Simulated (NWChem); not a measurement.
System: CH4AlFO; SMILES [CH3][Al]([OH])[F]

Parts of the log:

```
             Northwest Computational Chemistry Package (NWChem) 7.3.0
             --------------------------------------------------------

 CS  symmetry detected

                             Geometry "geometry" -> ""
                             -------------------------

 Output coordinates in angstroms (scale by  1.889725989 to convert to a.u.)

  No.       Tag          Charge          X              Y              Z
 ---- ---------------- ---------- -------------- -------------- --------------
    1 Al                  13.0000    -0.00504827    -0.04881187     0.00000000
    2 F                    9.0000    -1.43761085    -0.90525772     0.00000000
    3 C                    6.0000    -0.00243093     1.88187259     0.00000000
    4 H                    1.0000    -0.52755768     2.27658704    -0.88481846
    5 H                    1.0000     1.02167142     2.28409110     0.00000000
    6 H                    1.0000    -0.52755768     2.27658704     0.88481846
    7 O                    8.0000     1.44239072    -0.93231683     0.00000000
    8 H                    1.0000     1.51302901    -1.88809219     0.00000000

 Effective nuclear repulsion energy (a.u.)     156.3742546822

      Symmetry information
      --------------------

 Group name             Cs
 Group number              2
 Group order               2
 No. of unique centers     7

                                 NWChem DFT Module
                                 -----------------

 Summary of "ao basis" -> "ao basis" (spherical)
 ------------------------------------------------------------------------------
       Tag                 Description            Shells   Functions and Types
 ---------------- ------------------------------  ------  ---------------------
 Al                        def2-svpd                10       24   5s3p2d
 F                         def2-svpd                 9       23   4s3p2d
 C                         def2-svpd                 8       20   4s2p2d
 H                         def2-svpd                 4        8   2s2p
 O                         def2-svpd                 9       23   4s3p2d

      Symmetry analysis of basis
      --------------------------

        a'         83
        a"         39

            General Information
            -------------------
          SCF calculation type: DFT
          Wavefunction type:  closed shell.
          No. of atoms     :     8
          No. of electrons :    40
           Alpha electrons :    20
            Beta electrons :    20
          Charge           :     0
          Spin multiplicity:     1
          Use of symmetry is: off; symmetry adaption is: on
          Maximum number of iterations: 150
          AO basis - number of functions:   122
                     number of shells:    52
          Convergence on energy requested:  1.00D-06
          Convergence on density requested:  1.00D-05
          Convergence on gradient requested:  5.00D-04

              XC Information
              --------------
                     Hartree-Fock (Exact) Exchange  1.000
                   CAM-Becke88 Exchange Functional  1.000
                      VWN V Correlation Functional  0.190 local
              Lee-Yang-Parr Correlation Functional  0.810

           Range-Separation Parameters
           ---------------------------
           Alpha           :  0.19
           Beta            :  0.46
           Gamma           :  0.33
           Short-Range HF  :     F

             Grid Information
             ----------------
          Grid used for XC integration:  medium
          Radial quadrature: Mura-Knowles
          Angular quadrature: Lebedev.
          Tag              B.-S. Rad. Rad. Pts. Rad. Cut. Ang. Pts.
          ---              ---------- --------- --------- ---------
          Al                  1.25       88          10.0       590
          F                   0.50       49          11.0       434
          C                   0.70       49          11.0       434
          H                   0.35       45          12.0       434
          O                   0.60       49          11.0       434
          Grid pruning is: on
          Number of quadrature shells:   415
          Spatial weights used:  Erf1

      Superposition of Atomic Density Guess
      -------------------------------------

 Sum of atomic energies:        -455.40535152

      Non-variational initial energy
      ------------------------------

 Total energy =    -456.453063
 1-e energy   =    -941.089629
 2-e energy   =     328.262312
 HOMO         =      -0.413622
 LUMO         =      -0.036774

      Symmetry analysis of molecular orbitals - initial
      -------------------------------------------------

  Numbering of irreducible representations:

     1 a'          2 a"

  Orbital symmetries:

     1 a'          2 a'          3 a'          4 a'          5 a'
     6 a'          7 a'          8 a"          9 a'         10 a'
    11 a'         12 a'         13 a'         14 a'         15 a"
    16 a'         17 a"         18 a'         19 a"         20 a'
    21 a'         22 a"         23 a'         24 a'         25 a'
    26 a'         27 a"         28 a'         29 a'         30 a"

 !! scf_movecs_sym_adapt:   31 vectors were symmetry contaminated

  Symmetry fudging

   convergence    iter        energy       DeltaE   RMS-Dens  Diis-err
 ---------------- ----- ----------------- --------- --------- ---------
 d= 0,ls=0.0,diis     1   -457.7607090211 -6.14D+02  1.80D-02  9.71D-01

 !! scf_movecs_sym_adapt:   30 vectors were symmetry contaminated

  Symmetry fudging
 d= 0,ls=0.0,diis     2   -457.7305615130  3.01D-02  6.52D-03  1.64D+00

 !! scf_movecs_sym_adapt:    4 vectors were symmetry contaminated

  Symmetry fudging
 d= 0,ls=0.0,diis     3   -457.8676959742 -1.37D-01  7.65D-04  4.88D-03

 !! scf_movecs_sym_adapt:    2 vectors were symmetry contaminated

  Symmetry fudging
 d= 0,ls=0.0,diis     4   -457.8682304893 -5.35D-04  1.95D-04  7.19D-04

 !! scf_movecs_sym_adapt:    2 vectors were symmetry contaminated

  Symmetry fudging
 d= 0,ls=0.0,diis     5   -457.8683055675 -7.51D-05  6.85D-05  1.13D-04
  Resetting Diis
 d= 0,ls=0.0,diis     6   -457.8683179299 -1.24D-05  3.08D-05  8.59D-06
 d= 0,ls=0.0,diis     7   -457.8683187421 -8.12D-07  1.36D-05  1.80D-06
 d= 0,ls=0.0,diis     8   -457.8683187174  2.47D-08  8.20D-06  2.52D-06

         Total DFT energy =     -457.868318717398
      One electron energy =     -945.309779237730
           Coulomb energy =      375.685501298447
    Exchange-Corr. energy =      -44.618295460338
 Nuclear repulsion energy =      156.374254682223

 Numeric. integr. density =       40.000002032572

                  Occupations of the irreducible representations
                  ----------------------------------------------

[...]

                                NWChem TDDFT Module
                                -------------------

            General Information
            -------------------
           No. of orbitals :     244
            Alpha orbitals :     122
             Beta orbitals :     122
        Alpha frozen cores :       0
         Beta frozen cores :       0
     Alpha frozen virtuals :       0
      Beta frozen virtuals :       0
         Spin multiplicity :       1
    Number of AO functions :     122
        Use of symmetry is : off
      Symmetry adaption is : on
         Schwarz screening :  0.10D-07

              XC Information
              --------------
              Hartree-Fock (Exact) Exchange   1.00
            CAM-Becke88 Exchange Functional   1.00
               VWN V Correlation Functional   0.19 local
       Lee-Yang-Parr Correlation Functional   0.81
           Alpha           :  0.19
           Beta            :  0.46
           Gamma           :  0.33

             TDDFT Information
             -----------------
          Calculation type : Tamm-Dancoff TDDFT
         Wavefunction type : Restricted singlets
          No. of electrons :      40
           Alpha electrons :      20
            Beta electrons :      20
              No. of roots :       6
          Max subspacesize :    5200
            Max iterations :     100
               Target root :       1
           Target symmetry : none
      Symmetry restriction : off
                 Algorithm : Optimal
        Davidson threshold :  0.10D-03

    6 smallest eigenvalue differences (eV)
--------------------------------------------------------
  No. Spin  Occ  Vir  Irrep   E(Occ)    E(Vir)   E(Diff)
--------------------------------------------------------
    1    1   20   21 a'       -0.386    -0.001    10.484
    2    1   19   21 a"       -0.405    -0.001    10.998
    3    1   18   21 a'       -0.418    -0.001    11.344
    4    1   20   22 a"       -0.386     0.039    11.569
    5    1   19   22 a'       -0.405     0.039    12.082
    6    1   20   23 a'       -0.386     0.058    12.098
--------------------------------------------------------

  Entering Davidson iterations
  Restricted singlet excited states

  Iter   NTrls   NConv    DeltaV     DeltaE      Time
  ----  ------  ------  ---------  ---------  ---------
    1      6       0     0.17E+00   0.10+100       41.8
    2     12       0     0.37E-01   0.22E-01       45.5
    3     18       0     0.18E-01   0.32E-02       47.0
    4     24       0     0.10E-01   0.10E-02       54.8
    5     30       0     0.51E-01   0.17E-01       52.2
    6     36       0     0.32E-01   0.48E-02       50.9
    7     42       2     0.10E-01   0.12E-02       52.1
    8     46       3     0.49E-02   0.19E-03       37.0
    9     49       4     0.24E-02   0.36E-04       35.2
   10     51       5     0.86E-03   0.44E-05       26.7
   11     52       5     0.39E-03   0.46E-06       29.0
   12     53       5     0.12E-03   0.65E-07       39.8
   13     54       6     0.97E-04   0.53E-08       39.8
  ----  ------  ------  ---------  ---------  ---------
  Convergence criterion met

  Ground state a'       -457.868318717398 a.u.

  ----------------------------------------------------------------------------
  Root   1 singlet a'             0.277340907 a.u.                7.5468 eV
  ----------------------------------------------------------------------------
     Transition Moments    X  0.17418   Y -0.91215   Z  0.00000
     Dipole Oscillator Strength                    0.1594455271
     Electric Quadrupole                           0.0000008670
     Magnetic Dipole                               0.0000001691
     Total Oscillator Strength                     0.1594465632

     Occ.   18  a'  ---  Virt.   21  a'      -0.17585
     Occ.   18  a'  ---  Virt.   23  a'       0.09908
     Occ.   19  a"  ---  Virt.   22  a"      -0.10865
     Occ.   20  a'  ---  Virt.   21  a'       0.93911
     Occ.   20  a'  ---  Virt.   23  a'       0.17123
     Occ.   20  a'  ---  Virt.   25  a'      -0.09880
     Occ.   20  a'  ---  Virt.   26  a'       0.08441
  ----------------------------------------------------------------------------
  Root   2 singlet a"             0.278003712 a.u.                7.5649 eV
  ----------------------------------------------------------------------------
     Transition Moments    X -0.00000   Y  0.00000   Z  0.41594
     Dipole Oscillator Strength                    0.0320637312
     Electric Quadrupole                           0.0000005847
     Magnetic Dipole                               0.0000018710
     Total Oscillator Strength                     0.0320661869

     Occ.   19  a"  ---  Virt.   21  a'      -0.90945
     Occ.   19  a"  ---  Virt.   23  a'       0.24596
     Occ.   19  a"  ---  Virt.   25  a'       0.14876
     Occ.   19  a"  ---  Virt.   26  a'      -0.11874
     Occ.   20  a'  ---  Virt.   22  a"      -0.25521
  ----------------------------------------------------------------------------
  Root   3 singlet a"             0.292421385 a.u.                7.9572 eV
  ----------------------------------------------------------------------------
     Transition Moments    X  0.00000   Y -0.00000   Z -0.60290
     Dipole Oscillator Strength                    0.0708614469
     Electric Quadrupole                           0.0000000568
     Magnetic Dipole                               0.0000010010
     Total Oscillator Strength                     0.0708625046

     Occ.   15  a"  ---  Virt.   21  a'       0.05830
     Occ.   18  a'  ---  Virt.   22  a"       0.17576
     Occ.   19  a"  ---  Virt.   21  a'       0.23598
     Occ.   19  a"  ---  Virt.   23  a'      -0.06862
     Occ.   20  a'  ---  Virt.   22  a"      -0.93904
  ----------------------------------------------------------------------------
  Root   4 singlet a'             0.293327765 a.u.                7.9819 eV
  ----------------------------------------------------------------------------
     Transition Moments    X -0.40428   Y -0.53900   Z -0.00000
     Dipole Oscillator Strength                    0.0887721426
     Electric Quadrupole                           0.0000000903
     Magnetic Dipole                               0.0000009564
     Total Oscillator Strength                     0.0887731892

     Occ.   18  a'  ---  Virt.   21  a'       0.89561
     Occ.   18  a'  ---  Virt.   23  a'      -0.20964
     Occ.   18  a'  ---  Virt.   25  a'      -0.13493
     Occ.   18  a'  ---  Virt.   26  a'       0.11344
     Occ.   19  a"  ---  Virt.   22  a"       0.21093
     Occ.   20  a'  ---  Virt.   21  a'       0.19192
     Occ.   20  a'  ---  Virt.   23  a'       0.14554
  ----------------------------------------------------------------------------
  Root   5 singlet a"             0.317557198 a.u.                8.6412 eV
  ----------------------------------------------------------------------------
     Transition Moments    X  0.00000   Y -0.00000   Z -0.31232
     Dipole Oscillator Strength                    0.0206508779
     Electric Quadrupole                           0.0000000104
     Magnetic Dipole                               0.0000006974
     Total Oscillator Strength                     0.0206515857

     Occ.   15  a"  ---  Virt.   21  a'       0.05903
     Occ.   18  a'  ---  Virt.   22  a"      -0.96770
     Occ.   18  a'  ---  Virt.   27  a"       0.06654
     Occ.   18  a'  ---  Virt.   43  a"       0.05630
     Occ.   19  a"  ---  Virt.   21  a'       0.05288
     Occ.   19  a"  ---  Virt.   23  a'      -0.05623
     Occ.   20  a'  ---  Virt.   22  a"      -0.15576
  ----------------------------------------------------------------------------
  Root   6 singlet a'             0.325479741 a.u.                8.8568 eV
  ----------------------------------------------------------------------------
     Transition Moments    X -0.51967   Y  0.35849   Z -0.00000
     Dipole Oscillator Strength                    0.0864851206
     Electric Quadrupole                           0.0000009748
     Magnetic Dipole                               0.0000000929
     Total Oscillator Strength                     0.0864861882

     Occ.   18  a'  ---  Virt.   21  a'       0.20095
     Occ.   18  a'  ---  Virt.   23  a'      -0.14029
     Occ.   18  a'  ---  Virt.   24  a'       0.23175
     Occ.   18  a'  ---  Virt.   28  a'       0.05059
     Occ.   18  a'  ---  Virt.   29  a'      -0.07678
     Occ.   18  a'  ---  Virt.   39  a'       0.05358
     Occ.   18  a'  ---  Virt.   42  a'      -0.05249
     Occ.   19  a"  ---  Virt.   22  a"      -0.90539
     Occ.   19  a"  ---  Virt.   36  a"       0.05178
     Occ.   20  a'  ---  Virt.   23  a'      -0.05140
     Occ.   20  a'  ---  Virt.   24  a'      -0.07143
     Occ.   20  a'  ---  Virt.   25  a'      -0.07243

              Target root =      1
          Target symmetry = none
      Ground state energy =   -457.868318717398
        Excitation energy =      0.277340907021
     Excited state energy =   -457.590977810377

  stored tddft:energy   -457.59097781037684
```

Level: CAM-B3LYP/def2-SVPD, TDA. Geometry: optimised at PBE0/def2-SVP.

Q: Write an input that gives this output.

A: One answer among several that fit: the input that was run:
```
start job
memory heap 200 mb stack 900 mb global 1100 mb
geometry units angstroms noautoz
  Al     0.017532    -0.043868    -0.084710
  F     -1.298091    -0.975360    -0.517369
  C     -0.112503     1.880670    -0.002286
  H     -0.401292     2.298302    -0.980369
  H      0.842393     2.337215     0.298223
  H     -0.885505     2.192839     0.718463
  O      1.466880    -0.845851     0.278435
  H      1.600273    -1.794674     0.257518
end
basis spherical
  * library def2-svpd
end
dft
  xc xcamb88 1.00 lyp 0.81 vwn_5 0.19 hfexch 1.00
  cam 0.33 cam_alpha 0.19 cam_beta 0.46
  iterations 150
end
tddft
  cis
  nroots 6
  notriplet
end
task tddft energy
```
